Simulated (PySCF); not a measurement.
Two-component Hartree-Fock for Pd²⁹⁺ (palladium, charge +29)

Start: [Ne] 3s2 3p5; 3p1/2 filled at m_j = -1/2, +1/2; 3p3/2 filled at m_j = -1/2, +1/2, +3/2. Calculated with PySCF 2.14 in an uncontracted even-tempered set (19 s from 4.6 bohr⁻², ratio 2.4; 14 p from 6 bohr⁻², ratio 2.4; 5 d from 25 bohr⁻², ratio 2.6; 4 f from 37 bohr⁻², ratio 2.6): generalised Hartree-Fock with the X2C-1e Hamiltonian and a Gaussian nucleus; one run each with spin-orbit coupling (SO) switched off, then screened by Boettger's factors.

```json
{"spinor shell": "1s1/2", "electrons": "2", "ε, spin-free (eV)": "-25920.2", "ε, screened SO (eV)": "-25918.0", "weight of nominal j (screened SO)": "1.000", "rms radius, screened SO (bohr)": "0.0365"}
{"spinor shell": "2s1/2", "electrons": "2", "ε, spin-free (eV)": "-5060.0", "ε, screened SO (eV)": "-5059.1", "weight of nominal j (screened SO)": "1.000", "rms radius, screened SO (bohr)": "0.148"}
{"spinor shell": "2p1/2", "electrons": "2", "ε, spin-free (eV)": "-4682.4", "ε, screened SO (eV)": "-4795.5", "weight of nominal j (screened SO)": "1.000", "rms radius, screened SO (bohr)": "0.128"}
{"spinor shell": "2p3/2", "electrons": "4", "ε, spin-free (eV)": "-4682.4", "ε, screened SO (eV)": "-4629.3", "weight of nominal j (screened SO)": "1.000", "rms radius, screened SO (bohr)": "0.132"}
{"spinor shell": "3s1/2", "electrons": "2", "ε, spin-free (eV)": "-1851.7", "ε, screened SO (eV)": "-1851.3", "weight of nominal j (screened SO)": "1.000", "rms radius, screened SO (bohr)": "0.364"}
{"spinor shell": "3p1/2", "electrons": "2", "ε, spin-free (eV)": "-1725.8", "ε, screened SO (eV)": "-1750.9", "weight of nominal j (screened SO)": "0.993", "rms radius, screened SO (bohr)": "0.353"}
{"spinor shell": "3p3/2", "electrons": "3", "ε, spin-free (eV)": "-1725.8", "ε, screened SO (eV)": "-1713.9", "weight of nominal j (screened SO)": "0.996", "rms radius, screened SO (bohr)": "0.361"}
```

```tsv
quantity	spin-free	screened SO
E (hartree)	-4445.13006	-4446.42508
M_J	3/2	3/2
⟨J²⟩	3.751	3.751
⟨L²⟩	2.001	2.006
⟨S²⟩	0.750	0.756
```

Each row is a mean over spinors that exchange with the open shell spreads, by up to 15.760 eV (3s1/2).

Breit and QED terms are absent; they matter most for the inner s and p1/2 levels.

Densities and radii are taken from the X2C orbitals without a picture-change correction, which distorts them close to the nucleus.

Without spin-orbit coupling the j labels of p, d and f shells carry no meaning; the spin-free column gives the mean over the occupied spinors of each nl shell.
